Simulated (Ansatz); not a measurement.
A CCSD(T) single point on `[NH2][Nb]([NH2])([OH])=[S]`.

```yaml
crystal:
  periodic: [false, false, false]
  atoms:
    - {symbol: N, position_ang: [-1.533936, -0.032790, -0.891350]}
    - {symbol: Nb, position_ang: [0.093155, 0.381744, 0.129987]}
    - {symbol: N, position_ang: [0.740720, -1.199197, 1.101445]}
    - {symbol: O, position_ang: [1.437315, 0.885470, -1.109605]}
    - {symbol: S, position_ang: [-0.391869, 1.898409, 1.571559]}
    - {symbol: H, position_ang: [-2.446737, 0.358629, -0.714357]}
    - {symbol: H, position_ang: [-1.576412, -0.700878, -1.648392]}
    - {symbol: H, position_ang: [0.772916, -1.291297, 2.105548]}
    - {symbol: H, position_ang: [1.054344, -2.051376, 0.657958]}
    - {symbol: H, position_ang: [1.933604, 1.699987, -1.199792]}
basis:
  gaussian: {orbitals: def2-SVP}
correlation: {method: ccsd_t}
```

```sh
$ ansatz run in.yaml --threads 4 --pin off --events-out ev --progress --plain
```

The program prints (abridged):

```
Functional definition: HF
1160 factors; integrals over basis functions are off by at most 1.3e-3 eV
mean field evaluation 1: about -17420.1196 eV, gradient 5.8e1 eV
mean field evaluation 2: about -17420.1303 eV, gradient 5.8e1 eV
mean field evaluation 4: about -17427.2681 eV, gradient 9.6e0 eV
mean field evaluation 8: about -17427.5227 eV, gradient 2.1e-1 eV
mean field evaluation 16: about -17427.4822 eV, gradient 2.7e0 eV
mean field -17427.52323729 eV, -640.4496661709 hartree, gradient 3.0e-6 eV, S^2 0.000000; 0 other end points of the search recorded, 0 dependent functions left out
8 core orbitals not correlated: weight in the atoms' cores, before any rotation towards them, 1.000 or more for the frozen orbitals, at most 0.000 for the correlated occupied ones
reference -17427.52323729 eV, -640.4496661709 hartree; 20, 20 occupied and 88, 88 virtual orbitals, 1160 factors
second order -27.41853760 eV of doubles, -0.00000000 eV of singles
cycle   1  -26.14156318 eV  change     1.3e0 eV  update   2.5e-1
cycle   2  -27.17326135 eV  change    -1.0e0 eV  update   1.4e-1
cycle   3  -27.46618491 eV  change   -2.9e-1 eV  update   4.2e-2
cycle   4  -27.48259959 eV  change   -1.6e-2 eV  update   1.6e-2
cycle   5  -27.46690396 eV  change    1.6e-2 eV  update   5.4e-3
cycle   6  -27.46631064 eV  change    5.9e-4 eV  update   2.4e-3
cycle   7  -27.46657661 eV  change   -2.7e-4 eV  update   9.2e-4
cycle   8  -27.46630070 eV  change    2.8e-4 eV  update   3.9e-4
cycle   9  -27.46648070 eV  change   -1.8e-4 eV  update   1.7e-4
cycle  10  -27.46666618 eV  change   -1.9e-4 eV  update   6.5e-5
cycle  11  -27.46656095 eV  change    1.1e-4 eV  update   4.0e-5
cycle  12  -27.46652421 eV  change    3.7e-5 eV  update   1.8e-5
perturbative correction -1.24689318 eV, -0.0458224790 hartree
Total energy: -17456.23665467 eV, -641.5048647970 hartree
```

It took 15 s on 4 threads of a server CPU on a shared host, with 0.73 GiB of host memory at the peak.

Correlation energy per correlated electron: -0.718 eV. T1 diagnostic: 0.0228.
